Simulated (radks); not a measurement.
The numbers below are computed, except where a source is named.
Task: The table gives one normalised radial function P(r) = r R(r) of I25+ in [Ar] 3d10 (r in bohr). Level of theory: non-relativistic Kohn-Sham, LB94 model potential, spin-unpolarised, spherical densities, point nucleus; relativity is left out, which matters for an element this heavy (a radial shooting solver on a logarithmic mesh with Libxc functionals).

r	P
0.002521	0.1382
0.003205	0.1691
0.004107	0.2061
0.005221	0.2458
0.00669	0.2891
0.008505	0.3294
0.0109	0.3630
0.01385	0.3783
0.01775	0.3631
0.02257	0.3033
0.02892	0.1809
0.03677	-0.0012
0.04712	-0.2390
0.0599	-0.4692
0.07676	-0.6177
0.09758	-0.5700
0.125	-0.2507
0.159	0.2683
0.2021	0.7701
0.259	0.9185
0.3292	0.4695
0.4218	-0.4664
0.5363	-1.2884
0.6872	-1.4761
0.8736	-1.0136
1.119	-0.4116
1.423	-0.0976
1.824	-0.0108

Which n and l does it have? It may be an empty orbital.

Result: n = 4, l = 0: the number of nodes gives n - l - 1 = 3, the rise at small r (about r^(l+1)) gives l, and the extent must fit the shell. The curve is that of 4s. 4s (empty): eigenvalue -827.06 eV, 3 radial nodes at r = 0.0367, 0.141, 0.376 bohr, <r> = 0.653 bohr, 90 % of the charge inside 0.920 bohr.
